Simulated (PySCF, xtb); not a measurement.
CH3FO2Si2, SMILES O=C1O[Si@H](F)[SiH2]1.

Harmonic wavenumbers (cm⁻¹) from GFN2-xTB in xtb 6.7.1 at its own minimum, in rising order: 88, 129, 238, 338, 358, 378, 417, 432, 496, 574, 596, 642, 677, 751, 813, 840, 1021, 1804, 2250, 2261, 2372.

What does PySCF 2.14.0 with PBE0-D3(BJ)/def2-SVP give at its own minimum? (Estimate from the structure and the level; the computed values follow.)

79, 164, 274, 347, 362, 420, 450, 518, 612, 657, 700, 752, 840, 865, 911, 939, 1083, 1924, 2249, 2269, 2307. Paired by order, the mean absolute difference is 67 cm⁻¹ and the zero-point energies are 25.0 and 26.8 kcal/mol.
